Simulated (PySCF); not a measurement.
## Al²⁺ (aluminium, charge +2): UHF calculation

Configuration: [Ne] 3s1, 2S determinant. All numbers are calculated (PySCF 2.14, scalar relativity by spin-free X2C-1e, in x2c-TZVPPall (5s5p3d1f, 42 functions)).

| Property | Result |
| --- | --- |
| Total energy | -241.459468 hartree |
| One-electron energy | -327.9557 hartree |
| Hartree (Coulomb) energy | 104.2398 hartree |
| Exchange energy | -17.7436 hartree |
| ⟨S²⟩ | 0.7500 |
| ⟨L²⟩ | 0.000 |
| Sum of ⟨r⟩ | 7.312 bohr |
| Sum of ⟨r²⟩ | 9.383 bohr² |
| Langevin diamagnetic susceptibility | -7.43 ×10⁻⁶ cm³/mol |

```
shell  electrons  mean orbital energy (eV)  rms radius, mean of both spins (bohr)
 1s α          1                   -1616.2                                  0.139
 1s β          1                   -1615.9                                  0.139
 2s α          1                   -154.79                                  0.675
 2s β          1                   -154.07                                  0.675
 2p α          3                   -108.10                                  0.672
 2p β          3                   -107.82                                  0.672
 3s α          1                   -28.090                                   2.39
```

Densities and radii are taken from the X2C orbitals without a picture-change correction, which distorts them close to the nucleus.
